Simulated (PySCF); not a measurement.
## Atomic charges against the basis set

C3H8OSi2.
Numbering: `[CH3:1][O:2][SiH2:3][C:4]#[C:5][SiH3:6]` (hydrogens: H7, H8, H9 on C1; H10, H11 on Si3; H12, H13, H14 on Si6)

PBE0 throughout (PySCF), one geometry, spherical d and f functions. One conformer (not necessarily the lowest) at the PBE0-D3(BJ)/def2-SVP geometry, without solvent, vibrations or thermal averaging. Atoms taken as equivalent share a column and are averaged. The first 7 of 9 kinds of atom are listed.

Mulliken charges (e):

| basis | functions | C1 | O2 | Si3 | C4 | C5 | Si6 | H7/H8/H9 |
| --- | --- | --- | --- | --- | --- | --- | --- | --- |
| STO-3G | 46 | -0.134 | -0.366 | +0.760 | -0.265 | -0.250 | +0.565 | +0.077 |
| 6-31G | 78 | -0.208 | -0.721 | +0.962 | -0.318 | -0.323 | +0.572 | +0.172 |
| 6-31G* | 108 | -0.262 | -0.564 | +0.617 | -0.149 | -0.145 | +0.303 | +0.176 |
| def2-SVP | 132 | +0.128 | -0.502 | +0.644 | -0.236 | -0.220 | +0.386 | +0.045 |
| 6-311+G(2d,p) | 226 | -0.293 | -0.482 | +0.693 | -0.242 | -0.147 | +0.279 | +0.150 |
| def2-TZVP | 246 | -0.215 | -0.345 | +0.435 | -0.221 | -0.176 | +0.220 | +0.125 |

IAO charges (e):

```json
{"basis": "STO-3G", "functions": "46", "C1": "-0.262", "O2": "-0.454", "Si3": "+0.890", "C4": "-0.313", "C5": "-0.301", "Si6": "+0.651", "H7/H8/H9": "+0.123"}
{"basis": "6-31G", "functions": "78", "C1": "-0.234", "O2": "-0.586", "Si3": "+0.857", "C4": "-0.306", "C5": "-0.260", "Si6": "+0.466", "H7/H8/H9": "+0.145"}
{"basis": "6-31G*", "functions": "108", "C1": "-0.196", "O2": "-0.621", "Si3": "+0.991", "C4": "-0.327", "C5": "-0.297", "Si6": "+0.602", "H7/H8/H9": "+0.136"}
{"basis": "def2-SVP", "functions": "132", "C1": "-0.186", "O2": "-0.616", "Si3": "+0.993", "C4": "-0.324", "C5": "-0.297", "Si6": "+0.609", "H7/H8/H9": "+0.132"}
{"basis": "6-311+G(2d,p)", "functions": "226", "C1": "-0.205", "O2": "-0.639", "Si3": "+1.020", "C4": "-0.337", "C5": "-0.309", "Si6": "+0.629", "H7/H8/H9": "+0.141"}
{"basis": "def2-TZVP", "functions": "246", "C1": "-0.203", "O2": "-0.640", "Si3": "+1.032", "C4": "-0.337", "C5": "-0.310", "Si6": "+0.637", "H7/H8/H9": "+0.140"}
```

Hirshfeld charges (e):

```json
{"basis": "STO-3G", "functions": "46", "C1": "+0.037", "O2": "-0.232", "Si3": "+0.501", "C4": "-0.188", "C5": "-0.174", "Si6": "+0.392", "H7/H8/H9": "+0.011"}
{"basis": "6-31G", "functions": "78", "C1": "-0.013", "O2": "-0.266", "Si3": "+0.419", "C4": "-0.152", "C5": "-0.139", "Si6": "+0.323", "H7/H8/H9": "+0.042"}
{"basis": "6-31G*", "functions": "108", "C1": "-0.013", "O2": "-0.234", "Si3": "+0.394", "C4": "-0.138", "C5": "-0.134", "Si6": "+0.322", "H7/H8/H9": "+0.042"}
{"basis": "def2-SVP", "functions": "132", "C1": "-0.031", "O2": "-0.217", "Si3": "+0.411", "C4": "-0.141", "C5": "-0.136", "Si6": "+0.339", "H7/H8/H9": "+0.041"}
{"basis": "6-311+G(2d,p)", "functions": "226", "C1": "-0.034", "O2": "-0.238", "Si3": "+0.422", "C4": "-0.148", "C5": "-0.145", "Si6": "+0.342", "H7/H8/H9": "+0.044"}
{"basis": "def2-TZVP", "functions": "246", "C1": "-0.036", "O2": "-0.230", "Si3": "+0.413", "C4": "-0.142", "C5": "-0.140", "Si6": "+0.334", "H7/H8/H9": "+0.044"}
```

Some averages cover members that differ in this geometry, most widely: H7/H8/H9, IAO in 6-31G +0.133 to +0.166; H7/H8/H9, Mulliken in 6-31G +0.160 to +0.188; H7/H8/H9, IAO in 6-311+G(2d,p) +0.131 to +0.157; H7/H8/H9, IAO in def2-SVP +0.122 to +0.148 e.

Which scheme is steadiest as the basis changes?

Largest range over the bases for any column: Hirshfeld 0.11 e, IAO 0.19 e, Mulliken 0.53 e. Hirshfeld charges move least and Mulliken charges most, counted in e. Without the minimal STO-3G basis the ranges are Hirshfeld 0.05, IAO 0.18, Mulliken 0.53 e.

How much do the charges still move between the two largest bases, 6-311+G(2d,p) and def2-TZVP?

At most, over all atoms: Mulliken 0.258 e, IAO 0.012 e, Hirshfeld 0.009 e.

What do the same runs give for the total energy, the frontier levels and the dipole moment?

```csv
basis,energy (Eh),HOMO (eV),LUMO (eV),μ (D)
STO-3G,-763.6817,-4.24,4.42,0.85
6-31G,-772.6561,-7.88,-0.53,1.73
6-31G*,-772.7912,-7.91,-0.67,1.24
def2-SVP,-772.5062,-8.07,-0.83,1.22
"6-311+G(2d,p)",-772.9122,-8.14,-1.04,1.16
def2-TZVP,-772.9341,-8.13,-1.00,1.12
```

The dipole is fixed by the density alone, so its range of 0.88 D shows that the density itself changes with the basis, not only its division among atoms.
